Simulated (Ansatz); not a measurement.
Start from `C[O][Ga]([SH])[Br]` and change one atom or group to get `C[O][Ga]([SH])[O][SiH3]`.

Ansatz, PBE0-D4/def2-TZVP geometries, multiplicity 1. Each molecule was computed in one conformer, which needn't be the lowest.

Scalar relativity is left out up to krypton. Spin–orbit coupling is left out; it splits and shifts lone-pair levels of the heavy atoms by tenths of an eV.

```json
{"property": "size of the dipole moment (ωB97M-V/def2-TZVPP) / D", "`C[O][Ga]([SH])[Br]`": "1.21"}
{"property": "HOMO–LUMO gap (B3LYP/def2-TZVPP) / eV", "`C[O][Ga]([SH])[Br]`": "6.14"}
{"property": "size of the dipole moment (B3LYP/def2-TZVPP) / D", "`C[O][Ga]([SH])[Br]`": "1.23"}
{"property": "LUMO energy (PBE/def2-TZVPP) / eV", "`C[O][Ga]([SH])[Br]`": "-2.13"}
{"property": "LUMO energy (ωB97M-V/def2-TZVPP) / eV", "`C[O][Ga]([SH])[Br]`": "0.66"}
{"property": "HOMO energy (ωB97M-V/def2-TZVPP) / eV", "`C[O][Ga]([SH])[Br]`": "-10.15"}
```

Task: Give the same properties after the change, and the shifts. (Estimate.)

Result: Ansatz gave: 
```
                                          property  `C[O][Ga]([SH])[O][SiH3]`  shift
size of the dipole moment (ωB97M-V/def2-TZVPP) / D                       1.13  -0.08
             HOMO–LUMO gap (B3LYP/def2-TZVPP) / eV                       6.29   0.15
  size of the dipole moment (B3LYP/def2-TZVPP) / D                       1.15  -0.08
                 LUMO energy (PBE/def2-TZVPP) / eV                      -1.96   0.17
             LUMO energy (ωB97M-V/def2-TZVPP) / eV                       0.78   0.12
             HOMO energy (ωB97M-V/def2-TZVPP) / eV                     -10.10   0.05
```

With PBE0 the HOMO rises by 0.07 eV and the LUMO rises by 0.19 eV, so the gap widens by about 0.12 eV. PBE moves the HOMO by 0.07 eV and ωB97M-V by 0.05 eV. Dipoles are sizes alone; their direction can turn.

B3LYP here is the variant with VWN-RPA as its local correlation; programs differ in this.
